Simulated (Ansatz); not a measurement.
A short molecular-dynamics run on H₄HfOS₃ (`[OH][Hf]([SH])([SH])[SH]`).

```yaml
crystal:
  periodic: [false, false, false]
  atoms:
    - {symbol: O, position_ang: [-1.121915, 1.742929, -0.629025]}
    - {symbol: Hf, position_ang: [-0.263364, 0.125138, -0.153656]}
    - {symbol: S, position_ang: [-0.080133, 0.060520, 2.282844]}
    - {symbol: S, position_ang: [-1.552617, -1.730982, -1.066609]}
    - {symbol: S, position_ang: [1.984089, -0.123769, -1.083070]}
    - {symbol: H, position_ang: [-1.322422, 2.596988, -1.002030]}
    - {symbol: H, position_ang: [0.823013, -0.936307, 2.189246]}
    - {symbol: H, position_ang: [-0.920701, -2.595116, -0.247675]}
    - {symbol: H, position_ang: [2.454050, 0.860599, -0.290025]}
basis:
  gaussian: {orbitals: def2-SVP}
hamiltonian: {xc: {name: r2SCAN}}
md: {timestep: 1 fs, n_steps: 30, ensemble: nve, temperature: 1500, initial_velocities: maxwell_boltzmann, seed: 285}
```

```sh
$ ansatz run in.yaml --threads 4 --pin off --events-out ev --progress --plain --max-ram 10444MiB
```

```json
{"step": "0", "time (fs)": "0.0", "potential energy (eV)": "-35916.8009", "kinetic (eV)": "1.3572", "T (K)": "1500", "conserved (eV)": "-35915.4436"}
{"step": "1", "time (fs)": "1.0", "potential energy (eV)": "-35916.7231", "kinetic (eV)": "1.2910", "T (K)": "1427", "conserved (eV)": "-35915.4321"}
{"step": "2", "time (fs)": "2.0", "potential energy (eV)": "-35916.6112", "kinetic (eV)": "1.1859", "T (K)": "1311", "conserved (eV)": "-35915.4252"}
{"step": "3", "time (fs)": "3.0", "potential energy (eV)": "-35916.5609", "kinetic (eV)": "1.1309", "T (K)": "1250", "conserved (eV)": "-35915.4300"}
{"step": "4", "time (fs)": "4.0", "potential energy (eV)": "-35916.5207", "kinetic (eV)": "1.0917", "T (K)": "1207", "conserved (eV)": "-35915.4290"}
{"step": "5", "time (fs)": "5.0", "potential energy (eV)": "-35916.5018", "kinetic (eV)": "1.0764", "T (K)": "1190", "conserved (eV)": "-35915.4254"}
{"step": "6", "time (fs)": "6.0", "potential energy (eV)": "-35916.5536", "kinetic (eV)": "1.1263", "T (K)": "1245", "conserved (eV)": "-35915.4273"}
{"step": "7", "time (fs)": "7.0", "potential energy (eV)": "-35916.6466", "kinetic (eV)": "1.2105", "T (K)": "1338", "conserved (eV)": "-35915.4361"}
{"step": "8", "time (fs)": "8.0", "potential energy (eV)": "-35916.6545", "kinetic (eV)": "1.2107", "T (K)": "1338", "conserved (eV)": "-35915.4438"}
{"step": "9", "time (fs)": "9.0", "potential energy (eV)": "-35916.4896", "kinetic (eV)": "1.0565", "T (K)": "1168", "conserved (eV)": "-35915.4331"}
{"step": "10", "time (fs)": "10.0", "potential energy (eV)": "-35916.3251", "kinetic (eV)": "0.9093", "T (K)": "1005", "conserved (eV)": "-35915.4158"}
{"step": "11", "time (fs)": "11.0", "potential energy (eV)": "-35916.3891", "kinetic (eV)": "0.9607", "T (K)": "1062", "conserved (eV)": "-35915.4284"}
{"step": "12", "time (fs)": "12.0", "potential energy (eV)": "-35916.5190", "kinetic (eV)": "1.0765", "T (K)": "1190", "conserved (eV)": "-35915.4426"}
{"step": "13", "time (fs)": "13.0", "potential energy (eV)": "-35916.4988", "kinetic (eV)": "1.0612", "T (K)": "1173", "conserved (eV)": "-35915.4376"}
{"step": "14", "time (fs)": "14.0", "potential energy (eV)": "-35916.3712", "kinetic (eV)": "0.9426", "T (K)": "1042", "conserved (eV)": "-35915.4287"}
{"step": "15", "time (fs)": "15.0", "potential energy (eV)": "-35916.2592", "kinetic (eV)": "0.8334", "T (K)": "921", "conserved (eV)": "-35915.4258"}
{"step": "16", "time (fs)": "16.0", "potential energy (eV)": "-35916.2057", "kinetic (eV)": "0.7771", "T (K)": "859", "conserved (eV)": "-35915.4286"}
{"step": "17", "time (fs)": "17.0", "potential energy (eV)": "-35916.1753", "kinetic (eV)": "0.7458", "T (K)": "824", "conserved (eV)": "-35915.4295"}
{"step": "18", "time (fs)": "18.0", "potential energy (eV)": "-35916.1656", "kinetic (eV)": "0.7414", "T (K)": "819", "conserved (eV)": "-35915.4242"}
{"step": "19", "time (fs)": "19.0", "potential energy (eV)": "-35916.2419", "kinetic (eV)": "0.8126", "T (K)": "898", "conserved (eV)": "-35915.4293"}
{"step": "20", "time (fs)": "20.0", "potential energy (eV)": "-35916.3298", "kinetic (eV)": "0.8883", "T (K)": "982", "conserved (eV)": "-35915.4414"}
{"step": "21", "time (fs)": "21.0", "potential energy (eV)": "-35916.2658", "kinetic (eV)": "0.8254", "T (K)": "912", "conserved (eV)": "-35915.4404"}
{"step": "22", "time (fs)": "22.0", "potential energy (eV)": "-35916.0783", "kinetic (eV)": "0.6531", "T (K)": "722", "conserved (eV)": "-35915.4252"}
{"step": "23", "time (fs)": "23.0", "potential energy (eV)": "-35915.9950", "kinetic (eV)": "0.5778", "T (K)": "639", "conserved (eV)": "-35915.4172"}
{"step": "24", "time (fs)": "24.0", "potential energy (eV)": "-35916.1227", "kinetic (eV)": "0.6906", "T (K)": "763", "conserved (eV)": "-35915.4321"}
{"step": "25", "time (fs)": "25.0", "potential energy (eV)": "-35916.2552", "kinetic (eV)": "0.8116", "T (K)": "897", "conserved (eV)": "-35915.4436"}
{"step": "26", "time (fs)": "26.0", "potential energy (eV)": "-35916.2164", "kinetic (eV)": "0.7805", "T (K)": "863", "conserved (eV)": "-35915.4359"}
{"step": "27", "time (fs)": "27.0", "potential energy (eV)": "-35916.1003", "kinetic (eV)": "0.6746", "T (K)": "746", "conserved (eV)": "-35915.4257"}
{"step": "28", "time (fs)": "28.0", "potential energy (eV)": "-35916.0426", "kinetic (eV)": "0.6136", "T (K)": "678", "conserved (eV)": "-35915.4290"}
{"step": "29", "time (fs)": "29.0", "potential energy (eV)": "-35916.0110", "kinetic (eV)": "0.5814", "T (K)": "643", "conserved (eV)": "-35915.4295"}
{"step": "30", "time (fs)": "30.0", "potential energy (eV)": "-35915.9928", "kinetic (eV)": "0.5673", "T (K)": "627", "conserved (eV)": "-35915.4255"}
```

Velocities are drawn at the set temperature; a run this short doesn't reach equilibrium.

Frames (Å, forces in eV/Å):

```xyz
9
time=0.0 fs
O    -1.122    1.743   -0.629   -0.054    0.004    0.030
Hf   -0.263    0.125   -0.154    0.058   -0.225    0.027
S    -0.080    0.061    2.283   -0.119    0.147    0.156
S    -1.553   -1.731   -1.067   -0.162    0.053   -0.162
S     1.984   -0.124   -1.083    0.055   -0.162   -0.160
H    -1.322    2.597   -1.002   -0.109    0.352   -0.140
H     0.823   -0.936    2.189    0.142   -0.168    0.015
H    -0.921   -2.595   -0.248    0.091   -0.171    0.124
H     2.454    0.861   -0.290    0.099    0.170    0.110
9
time=1.0 fs
O    -1.114    1.745   -0.636    0.264   -1.648    0.726
Hf   -0.264    0.124   -0.155    0.034   -0.372    0.129
S    -0.077    0.062    2.292    0.871   -0.971   -0.075
S    -1.562   -1.736   -1.068   -0.092    0.101   -0.108
S     1.987   -0.116   -1.079   -0.002   -0.210   -0.196
H    -1.264    2.586   -0.989   -0.420    2.025   -0.840
H     0.864   -0.992    2.186   -0.872    0.973    0.104
H    -0.947   -2.615   -0.250    0.073   -0.130    0.105
H     2.406    0.908   -0.313    0.145    0.233    0.155
9
time=2.0 fs
O    -1.107    1.746   -0.643    0.205   -1.903    0.812
Hf   -0.264    0.123   -0.156    0.024   -0.528    0.229
S    -0.074    0.064    2.301    1.422   -1.622   -0.266
S    -1.571   -1.741   -1.070   -0.003    0.107   -0.024
S     1.990   -0.108   -1.076   -0.002   -0.125   -0.135
H    -1.210    2.595   -0.985   -0.367    2.317   -0.932
H     0.896   -1.038    2.184   -1.447    1.644    0.162
H    -0.973   -2.636   -0.251    0.033   -0.051    0.051
H     2.359    0.958   -0.334    0.135    0.162    0.101
9
time=3.0 fs
O    -1.099    1.747   -0.649   -0.027   -0.419    0.219
Hf   -0.264    0.123   -0.158    0.029   -0.687    0.326
S    -0.070    0.064    2.310    1.664   -1.932   -0.423
S    -1.580   -1.746   -1.072    0.090    0.088    0.075
S     1.992   -0.100   -1.072    0.028    0.076   -0.004
H    -1.159    2.626   -0.989   -0.157    0.884   -0.349
H     0.914   -1.068    2.184   -1.706    1.969    0.198
H    -0.999   -2.657   -0.251   -0.016    0.049   -0.019
H     2.314    1.009   -0.354    0.094   -0.028   -0.023
9
time=4.0 fs
O    -1.091    1.746   -0.655   -0.131    1.403   -0.456
Hf   -0.264    0.122   -0.159    0.035   -0.828    0.415
S    -0.066    0.065    2.319    1.693   -2.003   -0.557
S    -1.590   -1.750   -1.073    0.176    0.068    0.168
S     1.995   -0.092   -1.068    0.056    0.338    0.150
H    -1.110    2.665   -0.997   -0.078   -0.891    0.317
H     0.916   -1.079    2.185   -1.748    2.049    0.219
H    -1.024   -2.678   -0.252   -0.057    0.147   -0.086
H     2.270    1.060   -0.375    0.055   -0.282   -0.169
9
time=5.0 fs
O    -1.084    1.747   -0.661   -0.079    2.535   -0.840
Hf   -0.264    0.121   -0.160    0.026   -0.934    0.492
S    -0.062    0.064    2.327    1.536   -1.858   -0.669
S    -1.599   -1.755   -1.075    0.243    0.068    0.239
S     1.998   -0.084   -1.064    0.059    0.594    0.282
H    -1.062    2.696   -1.001   -0.144   -2.000    0.697
H     0.902   -1.071    2.189   -1.598    1.905    0.223
H    -1.050   -2.698   -0.253   -0.081    0.221   -0.131
H     2.226    1.108   -0.397    0.038   -0.532   -0.293
9
time=6.0 fs
O    -1.076    1.749   -0.668    0.036    2.781   -0.895
Hf   -0.264    0.120   -0.161   -0.007   -0.997    0.555
S    -0.057    0.064    2.336    1.146   -1.434   -0.749
S    -1.608   -1.760   -1.077    0.288    0.106    0.277
S     2.001   -0.076   -1.061    0.031    0.789    0.369
H    -1.015    2.707   -0.999   -0.253   -2.255    0.755
H     0.872   -1.045    2.194   -1.210    1.477    0.199
H    -1.077   -2.715   -0.256   -0.081    0.256   -0.143
H     2.182    1.152   -0.422    0.051   -0.722   -0.369
9
time=7.0 fs
O    -1.068    1.753   -0.675    0.118    2.147   -0.653
Hf   -0.264    0.119   -0.162   -0.065   -1.023    0.602
S    -0.051    0.062    2.344    0.420   -0.595   -0.774
S    -1.617   -1.765   -1.078    0.310    0.186    0.279
S     2.003   -0.067   -1.057   -0.025    0.888    0.401
H    -0.970    2.697   -0.990   -0.304   -1.662    0.526
H     0.830   -1.004    2.202   -0.482    0.629    0.123
H    -1.105   -2.731   -0.260   -0.058    0.246   -0.117
H     2.139    1.188   -0.450    0.087   -0.816   -0.387
9
time=8.0 fs
O    -1.061    1.759   -0.683    0.060    0.647   -0.146
Hf   -0.265    0.117   -0.164   -0.140   -1.024    0.639
S    -0.046    0.061    2.352   -0.718    0.769   -0.717
S    -1.626   -1.769   -1.079    0.313    0.307    0.246
S     2.006   -0.058   -1.052   -0.098    0.877    0.378
H    -0.929    2.671   -0.976   -0.200   -0.226    0.039
H     0.784   -0.958    2.211    0.658   -0.747   -0.030
H    -1.133   -2.743   -0.265   -0.015    0.194   -0.058
H     2.097    1.216   -0.483    0.139   -0.797   -0.351
9
time=9.0 fs
O    -1.053    1.764   -0.691   -0.186   -1.287    0.460
Hf   -0.265    0.116   -0.165   -0.216   -1.017    0.671
S    -0.040    0.060    2.360   -2.053    2.421   -0.598
S    -1.635   -1.774   -1.081    0.304    0.454    0.191
S     2.009   -0.049   -1.048   -0.172    0.750    0.309
H    -0.889    2.643   -0.961    0.097    1.636   -0.543
H     0.744   -0.918    2.219    1.992   -2.408   -0.242
H    -1.162   -2.754   -0.271    0.039    0.112    0.023
H     2.056    1.237   -0.518    0.194   -0.662   -0.272
9
time=10.0 fs
O    -1.045    1.769   -0.698   -0.405   -2.309    0.748
Hf   -0.265    0.115   -0.166   -0.275   -1.020    0.708
S    -0.036    0.059    2.368   -2.836    3.428   -0.542
S    -1.643   -1.778   -1.082    0.291    0.605    0.127
S     2.012   -0.040   -1.044   -0.231    0.521    0.207
H    -0.848    2.631   -0.951    0.355    2.595   -0.808
H     0.724   -0.902    2.225    2.768   -3.418   -0.384
H    -1.190   -2.764   -0.277    0.092    0.022    0.109
H     2.017    1.252   -0.556    0.241   -0.425   -0.164
9
time=11.0 fs
O    -1.038    1.772   -0.705   -0.238   -1.438    0.478
Hf   -0.265    0.114   -0.167   -0.309   -1.039    0.752
S    -0.032    0.060    2.375   -2.408    2.911   -0.687
S    -1.652   -1.783   -1.083    0.286    0.732    0.076
S     2.014   -0.031   -1.040   -0.266    0.224    0.091
H    -0.804    2.643   -0.950    0.207    1.676   -0.519
H     0.729   -0.918    2.228    2.325   -2.896   -0.320
H    -1.217   -2.773   -0.281    0.134   -0.050    0.179
H     1.981    1.262   -0.596    0.269   -0.121   -0.050
9
time=12.0 fs
O    -1.031    1.775   -0.712    0.243    0.319   -0.009
Hf   -0.265    0.112   -0.168   -0.323   -1.061    0.802
S    -0.029    0.061    2.382   -1.184    1.341   -0.976
S    -1.661   -1.787   -1.084    0.297    0.813    0.055
S     2.017   -0.021   -1.035   -0.274   -0.077   -0.011
H    -0.758    2.672   -0.953   -0.268   -0.124   -0.014
H     0.757   -0.962    2.227    1.078   -1.315   -0.108
H    -1.243   -2.783   -0.284    0.155   -0.081    0.215
H     1.947    1.272   -0.636    0.277    0.184    0.044
9
time=13.0 fs
O    -1.023    1.778   -0.719    0.698    1.640   -0.343
Hf   -0.266    0.111   -0.169   -0.332   -1.069    0.851
S    -0.026    0.063    2.389   -0.008   -0.207   -1.253
S    -1.669   -1.791   -1.086    0.329    0.838    0.074
S     2.019   -0.012   -1.031   -0.269   -0.301   -0.073
H    -0.715    2.699   -0.956   -0.716   -1.497    0.341
H     0.796   -1.019    2.226   -0.125    0.247    0.098
H    -1.267   -2.794   -0.285    0.153   -0.060    0.209
H     1.915    1.283   -0.676    0.269    0.408    0.095
9
time=14.0 fs
O    -1.016    1.782   -0.726    0.953    2.124   -0.441
Hf   -0.266    0.109   -0.170   -0.345   -1.053    0.892
S    -0.023    0.065    2.396    0.767   -1.254   -1.451
S    -1.677   -1.794   -1.087    0.379    0.812    0.131
S     2.022   -0.003   -1.027   -0.266   -0.376   -0.085
H    -0.678    2.712   -0.956   -0.954   -2.049    0.465
H     0.833   -1.073    2.225   -0.925    1.307    0.229
H    -1.290   -2.806   -0.284    0.133    0.009    0.164
H     1.886    1.298   -0.715    0.258    0.480    0.096
9
time=15.0 fs
O    -1.007    1.787   -0.733    0.948    1.781   -0.327
Hf   -0.266    0.108   -0.171   -0.370   -1.008    0.921
S    -0.020    0.066    2.402    1.178   -1.832   -1.578
S    -1.686   -1.797   -1.088    0.439    0.754    0.211
S     2.024    0.007   -1.022   -0.280   -0.281   -0.057
H    -0.651    2.705   -0.952   -0.918   -1.791    0.383
H     0.861   -1.115    2.227   -1.360    1.894    0.294
H    -1.312   -2.817   -0.281    0.103    0.107    0.096
H     1.860    1.317   -0.753    0.259    0.375    0.057
9
time=16.0 fs
O    -0.998    1.793   -0.740    0.623    0.619   -0.026
Hf   -0.266    0.106   -0.171   -0.406   -0.936    0.938
S    -0.017    0.067    2.408    1.340   -2.084   -1.658
S    -1.694   -1.801   -1.089    0.500    0.690    0.295
S     2.026    0.016   -1.018   -0.316   -0.057   -0.012
H    -0.632    2.681   -0.944   -0.552   -0.726    0.118
H     0.876   -1.139    2.231   -1.540    2.149    0.316
H    -1.333   -2.827   -0.277    0.074    0.209    0.024
H     1.836    1.340   -0.790    0.277    0.136    0.004
9
time=17.0 fs
O    -0.989    1.799   -0.748   -0.022   -1.193    0.402
Hf   -0.267    0.105   -0.172   -0.447   -0.845    0.944
S    -0.013    0.067    2.413    1.323   -2.097   -1.704
S    -1.702   -1.803   -1.090    0.551    0.645    0.363
S     2.028    0.025   -1.014   -0.366    0.220    0.026
H    -0.618    2.651   -0.935    0.137    0.984   -0.270
H     0.877   -1.142    2.238   -1.537    2.159    0.311
H    -1.353   -2.835   -0.273    0.053    0.288   -0.033
H     1.815    1.365   -0.828    0.307   -0.161   -0.040
9
time=18.0 fs
O    -0.980    1.805   -0.755   -0.641   -2.743    0.740
Hf   -0.267    0.103   -0.173   -0.484   -0.747    0.944
S    -0.009    0.066    2.418    1.130   -1.868   -1.716
S    -1.710   -1.806   -1.091    0.588    0.635    0.401
S     2.030    0.034   -1.009   -0.416    0.470    0.043
H    -0.604    2.629   -0.928    0.790    2.436   -0.570
H     0.862   -1.124    2.249   -1.352    1.924    0.279
H    -1.372   -2.841   -0.269    0.046    0.328   -0.060
H     1.796    1.388   -0.865    0.339   -0.435   -0.060
9
time=19.0 fs
O    -0.971    1.809   -0.762   -0.601   -2.685    0.720
Hf   -0.267    0.101   -0.173   -0.509   -0.652    0.941
S    -0.004    0.065    2.422    0.698   -1.309   -1.681
S    -1.717   -1.809   -1.092    0.606    0.668    0.402
S     2.032    0.043   -1.005   -0.449    0.638    0.036
H    -0.581    2.631   -0.927    0.764    2.296   -0.518
H     0.835   -1.088    2.262   -0.925    1.355    0.209
H    -1.391   -2.843   -0.266    0.054    0.319   -0.052
H     1.781    1.406   -0.904    0.362   -0.630   -0.057
9
time=20.0 fs
O    -0.962    1.812   -0.768    0.099   -1.193    0.419
Hf   -0.268    0.099   -0.174   -0.524   -0.562    0.937
S     0.001    0.064    2.425   -0.079   -0.267   -1.581
S    -1.725   -1.811   -1.092    0.608    0.744    0.367
S     2.034    0.053   -1.001   -0.458    0.692    0.012
H    -0.552    2.655   -0.931    0.061    0.733   -0.189
H     0.799   -1.039    2.277   -0.150    0.302    0.082
H    -1.410   -2.843   -0.264    0.075    0.265   -0.009
H     1.770    1.419   -0.943    0.369   -0.713   -0.038
9
time=21.0 fs
O    -0.953    1.813   -0.774    0.840    0.342    0.129
Hf   -0.268    0.098   -0.175   -0.535   -0.475    0.934
S     0.005    0.063    2.428   -1.232    1.309   -1.417
S    -1.732   -1.813   -1.093    0.601    0.849    0.304
S     2.035    0.063   -0.996   -0.440    0.620   -0.018
H    -0.522    2.686   -0.936   -0.690   -0.868    0.125
H     0.762   -0.988    2.292    1.001   -1.284   -0.104
H    -1.428   -2.839   -0.261    0.104    0.177    0.061
H     1.762    1.425   -0.982    0.352   -0.669   -0.013
9
time=22.0 fs
O    -0.944    1.815   -0.780    1.264    1.177   -0.013
Hf   -0.269    0.096   -0.175   -0.545   -0.391    0.930
S     0.010    0.062    2.431   -2.430    2.960   -1.256
S    -1.739   -1.815   -1.093    0.591    0.965    0.229
S     2.037    0.072   -0.992   -0.396    0.425   -0.044
H    -0.498    2.709   -0.941   -1.119   -1.769    0.293
H     0.734   -0.948    2.307    2.193   -2.943   -0.286
H    -1.445   -2.835   -0.258    0.133    0.076    0.141
H     1.757    1.425   -1.021    0.309   -0.500    0.005
9
time=23.0 fs
O    -0.934    1.818   -0.786    1.321    1.223   -0.002
Hf   -0.269    0.094   -0.176   -0.558   -0.309    0.927
S     0.013    0.061    2.434   -2.875    3.572   -1.228
S    -1.746   -1.816   -1.093    0.587    1.064    0.165
S     2.038    0.083   -0.988   -0.329    0.131   -0.055
H    -0.485    2.715   -0.943   -1.171   -1.884    0.309
H     0.727   -0.937    2.319    2.627   -3.557   -0.334
H    -1.460   -2.829   -0.254    0.156   -0.012    0.212
H     1.755    1.419   -1.060    0.242   -0.228    0.006
9
time=24.0 fs
O    -0.924    1.821   -0.792    1.011    0.486    0.150
Hf   -0.270    0.092   -0.176   -0.572   -0.228    0.924
S     0.016    0.062    2.436   -2.172    2.579   -1.367
S    -1.753   -1.817   -1.094    0.595    1.122    0.130
S     2.040    0.093   -0.984   -0.250   -0.212   -0.045
H    -0.483    2.702   -0.941   -0.846   -1.219    0.187
H     0.745   -0.959    2.328    1.907   -2.561   -0.216
H    -1.474   -2.823   -0.247    0.166   -0.061    0.252
H     1.756    1.412   -1.100    0.161    0.095   -0.015
9
time=25.0 fs
O    -0.912    1.825   -0.798    0.336   -1.013    0.425
Hf   -0.270    0.090   -0.176   -0.583   -0.149    0.920
S     0.018    0.064    2.437   -0.943    0.847   -1.546
S    -1.759   -1.818   -1.094    0.617    1.124    0.139
S     2.041    0.103   -0.979   -0.174   -0.522   -0.017
H    -0.490    2.678   -0.938   -0.154    0.209   -0.057
H     0.782   -1.006    2.335    0.657   -0.824   -0.056
H    -1.487   -2.818   -0.238    0.161   -0.058    0.247
H     1.758    1.405   -1.139    0.083    0.385   -0.054
9
time=26.0 fs
O    -0.901    1.828   -0.804   -0.464   -2.781    0.727
Hf   -0.271    0.088   -0.177   -0.584   -0.073    0.916
S     0.020    0.066    2.438    0.098   -0.620   -1.666
S    -1.766   -1.819   -1.094    0.650    1.073    0.191
S     2.042    0.112   -0.975   -0.121   -0.707    0.011
H    -0.498    2.656   -0.936    0.656    1.915   -0.332
H     0.825   -1.061    2.341   -0.405    0.649    0.047
H    -1.497   -2.814   -0.227    0.141   -0.004    0.199
H     1.761    1.402   -1.179    0.029    0.547   -0.092
9
time=27.0 fs
O    -0.890    1.830   -0.809   -0.764   -3.486    0.840
Hf   -0.271    0.087   -0.177   -0.569   -0.006    0.913
S     0.022    0.067    2.439    0.749   -1.538   -1.715
S    -1.772   -1.819   -1.094    0.689    0.985    0.272
S     2.043    0.122   -0.971   -0.102   -0.705    0.015
H    -0.499    2.653   -0.936    0.947    2.576   -0.424
H     0.863   -1.110    2.348   -1.075    1.572    0.086
H    -1.507   -2.810   -0.214    0.112    0.082    0.118
H     1.764    1.405   -1.220    0.014    0.519   -0.105
9
time=28.0 fs
O    -0.879    1.829   -0.814   -0.274   -2.399    0.664
Hf   -0.272    0.085   -0.177   -0.540    0.049    0.913
S     0.024    0.069    2.439    1.084   -2.012   -1.718
S    -1.778   -1.819   -1.095    0.726    0.885    0.363
S     2.044    0.132   -0.966   -0.114   -0.526   -0.023
H    -0.492    2.674   -0.941    0.426    1.468   -0.237
H     0.892   -1.144    2.355   -1.426    2.049    0.087
H    -1.516   -2.805   -0.200    0.082    0.177    0.026
H     1.767    1.412   -1.262    0.036    0.309   -0.074
9
time=29.0 fs
O    -0.868    1.827   -0.818    0.453   -0.619    0.385
Hf   -0.273    0.083   -0.177   -0.502    0.096    0.913
S     0.026    0.069    2.438    1.204   -2.183   -1.696
S    -1.784   -1.819   -1.095    0.756    0.800    0.442
S     2.045    0.141   -0.962   -0.143   -0.244   -0.103
H    -0.480    2.709   -0.948   -0.347   -0.316    0.044
H     0.907   -1.158    2.364   -1.557    2.220    0.069
H    -1.523   -2.798   -0.185    0.056    0.253   -0.055
H     1.771    1.422   -1.304    0.080   -0.007    0.000
9
time=30.0 fs
O    -0.857    1.824   -0.822    0.913    0.683    0.186
Hf   -0.273    0.081   -0.177   -0.466    0.140    0.910
S     0.029    0.069    2.438    1.153   -2.118   -1.662
S    -1.789   -1.818   -1.094    0.777    0.748    0.492
S     2.046    0.150   -0.958   -0.174    0.045   -0.206
H    -0.472    2.741   -0.954   -0.853   -1.612    0.243
H     0.907   -1.151    2.373   -1.513    2.151    0.045
H    -1.530   -2.789   -0.171    0.038    0.294   -0.107
H     1.775    1.432   -1.347    0.125   -0.331    0.100
```

It took 2.3 min on 4 threads of an Arm Neoverse V1 on a shared host, with 0.53 GiB of host memory at the peak.
